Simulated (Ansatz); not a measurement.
Reaction (redistribution): `[OH][Sn][O][SiH3]` + `CS[SiH](Cl)Cl` → `C[S][Sn][O][SiH3]` + `O[SiH](Cl)Cl`

Isolated molecules relaxed with PBE0-D4/def2-TZVP in Ansatz; ΔE leaves out vibrations. CBS: MP2 limit from def2 TZ/QZ plus the TZ coupled-cluster correction, frozen cores. This one scheme is used for every species. Functionals use def2-TZVPP. Elements past krypton have def2 core potentials. For Sn outer-core shells are correlated without core-valence functions, which leaves a few kJ/mol of doubt a bond. Each species was taken in one conformer, which may not be the lowest.

| species | LDA (SPW92) energy (Eh) |
| --- | --- |
| `[OH][Sn][O][SiH3]` | -654.23201 |
| `CS[SiH](Cl)Cl` | -1642.91525 |
| `C[S][Sn][O][SiH3]` | -1015.29615 |
| `O[SiH](Cl)Cl` | -1281.87765 |

(1) Work out ΔE.

Largest T1 diagnostic among the species: 0.016.

Results:

(1) ΔE = (-1015.29615) + (-1281.87765) − (-654.23201) − (-1642.91525) = -0.02654 Eh = -69.7 kJ/mol. CCSD(T)/CBS gives -66.3 kJ/mol.

The D4 term adds +3.4 kJ/mol with B3LYP and +1.8 kJ/mol with PBE0; it sums over pairs of atoms, weighted by their polarisabilities, and B3LYP, whose exchange is more repulsive, gets the larger term. From BLYP to BHLYP (50 % exact exchange), in def2-TZVPP and without D4, ΔE moves by −8.4 kJ/mol. Leaving LDA and LC-ωPBE aside and taking each functional with its dispersion term where it has one, the values, not all of them listed here, spread over 18.3 kJ/mol, from BHLYP-D4 to revPBE-D4. LDA lies −5.8 kJ/mol from PBE without D4.

B3LYP here is the variant with VWN-RPA as its local correlation; programs differ in this.
